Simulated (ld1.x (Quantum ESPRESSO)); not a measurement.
# An all-electron radial function and its pseudo partner (B (Z = 5))

Columns: radius, all-electron u(r) and pseudo u(r) of the 2p shell (level -3.72 eV) of boron in the configuration [He] 2s2 2p1; LDA (PZ), scalar-relativistic, PAW scheme, ld1.x (Quantum ESPRESSO) 7.5.

| r (bohr) | all-electron | pseudo |
| --- | --- | --- |
| 0.190 | 0.0811 | 0.0083 |
| 0.380 | 0.2214 | 0.0326 |
| 0.570 | 0.3534 | 0.0710 |
| 0.760 | 0.4589 | 0.1208 |
| 0.950 | 0.5357 | 0.1783 |
| 1.140 | 0.5862 | 0.2395 |
| 1.330 | 0.6143 | 0.3002 |
| 1.520 | 0.6246 | 0.3565 |
| 1.710 | 0.6213 | 0.4051 |
| 1.900 | 0.6079 | 0.4433 |
| 2.090 | 0.5875 | 0.4697 |
| 2.280 | 0.5622 | 0.4837 |
| 2.470 | 0.5338 | 0.4858 |
| 2.660 | 0.5037 | 0.4774 |
| 2.850 | 0.4728 | 0.4604 |
| 3.040 | 0.4419 | 0.4372 |
| 3.230 | 0.4115 | 0.4103 |
| 3.420 | 0.3819 | 0.3818 |
| 3.610 | 0.3535 | 0.3535 |
| 3.800 | 0.3264 | 0.3264 |
| 3.990 | 0.3007 | 0.3007 |
| 4.180 | 0.2765 | 0.2765 |
| 4.370 | 0.2539 | 0.2539 |
| 4.560 | 0.2328 | 0.2328 |
| 4.750 | 0.2131 | 0.2131 |
| 4.940 | 0.1949 | 0.1949 |

(1) How many radial nodes do the two functions have?

(2) At about which radius was the pseudo-wave matched?

(3) Is the pseudo-wave norm-conserving?

## Answers

(1) The all-electron 2p function has n − l − 1 = 0; the pseudo-wave has 0.

(2) 3.80 bohr. The columns agree to 0.0005 from 3.42 bohr on; several derivatives are matched, so the curves merge somewhat inside the radius.

(3) No, it belongs to a PAW set: the norm inside the radius is not constrained, and the difference is carried by the augmentation charge.
